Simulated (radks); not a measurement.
The numbers below are computed, except where a source is named.
Q: Excited configurations of Mg II: one electron is placed in a higher orbital outside [Ne]. The ground configuration is [Ne] 3s1. Level of theory: Dirac Kohn-Sham, PBEsol, spin-unpolarised, spherical densities, finite nucleus; open shells are shared between the two j in proportion to 2j + 1; Fermi nuclear charge, rms radius 3.057 fm (a radial shooting solver on a logarithmic mesh with Libxc functionals). Excitation = E - E(ground); binding = E(ion) - E, where the ion is the core of charge +2; n* = 2/sqrt(2 binding) in atomic units, and the quantum defect is n - n*. Eigenvalue and <r> are those of j = l + 1/2.

outer orbital  excitation (eV)  binding (eV)     n*  quantum defect  eigenvalue (eV)  <r> (bohr)
3p                       4.310        10.507  2.276           0.724           -7.740       3.466
4p                       9.529         5.288  3.208           0.792           -4.081       7.430
4f                      11.406         3.410  3.995           0.005           -2.459       9.020
5s                      11.066         3.750  3.810           1.190           -2.999       11.16
5p                      11.645         3.171  4.143           0.857           -2.518       12.78
6f                      13.204         1.612  5.810           0.190           -1.280       23.31
7p                      13.307         1.509  6.005           0.995           -1.232       27.76
7d                      13.566         1.250  6.598           0.402           -1.017       32.74
7f                      13.614         1.202  6.730           0.270           -0.971       32.58

Estimate the row for 4d.

A: excitation (eV) 11.172; binding (eV) 3.645; n* 3.864; quantum defect 0.136; eigenvalue (eV) -2.762; <r> (bohr) 9.922. The Delta-SCF ionisation energy is 14.816 eV (NIST Atomic Spectra Database: 15.035 eV, measured). Self-interaction in the functional shifts the binding energies and quantum defects, so they are the method's values and not measured ones. Spin polarisation and multiplet splitting are left out, so open shells lie too high by an amount that depends on their filling.

Beside tabulated values, note that spin-unpolarised runs miss the spin-polarisation part of the exchange energy of open shells.
